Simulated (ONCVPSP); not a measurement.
What one change does to a pseudopotential (fluorine (F), ONCV)

fluorine, optimised norm-conserving Vanderbilt (ONCV), made with ONCVPSP 4.0.1 (PBEsol, scalar-relativistic). Core none, reference 1s2 2s2 2p5. Waves: 1s+2s: rc 0.40 bohr, ncon 4, nbas 7, qcut 23.8 1/bohr, 3 projectors, debl 1.2 Ha; 2p: rc 1.40 bohr, ncon 3, nbas 7, qcut 10.6 1/bohr, 2 projectors, debl 1.1 Ha. Local part: polynomial inside 0.30 bohr (lpopt 5, dvloc0 0 Ha). Core correction: none.

Change: local potential polynomial inside 0.30 bohr (lpopt 5, dvloc0 7 Ha).

Cutoffs: the cutoffs (Ha) at which the residual kinetic energy of the hardest occupied pseudo-wave falls to 1 and 0.1 mHa per electron; they do not see the model core or the augmentation charge, which bear on the density cutoff. Errors are all-electron minus pseudo energies relative to the spin-unpolarised reference configuration.

Q: How do hardness, ghosts and transferability respond?

A: The potential gets neither clearly harder nor softer (684 Ha and 904 Ha → 684 Ha and 904 Ha); the number of tests with a reliable result goes from 3 to 4; the errors of the 3 common tests hardly move; the range in which the s phases agree widens (upper end 1.9 → at the end of the scan); the range in which the p phases agree widens (upper end 2.7 → at the end of the scan); neither file shows a bound ghost.

```tsv
quantity	base	changed
cutoff, loose	684 Ha	684 Ha
cutoff, tight	904 Ha	904 Ha
bound ghosts	none	none
GHOST(+) flags under 300 eV	s at 96.3 eV	s at 108.6 eV
tests with a reliable result	3 of 4	4 of 4
error for 1s2 2s2 2p4, meV [ΔE 19.32 eV]	+29	+29
error for 1s2 2s2 2p3, meV [ΔE 57.59 eV]	+230	+227
error for 1s2 2s2 2p2, meV [ΔE 118.08 eV]	+871	+860
s: phases at 0.41 bohr within 0.05 rad from the reference energy up to (Ha; the scan ends near 5)	1.9	to the end of the scan
p: phases at 1.42 bohr within 0.05 rad from the reference energy up to (Ha; the scan ends near 5)	2.7	to the end of the scan
```
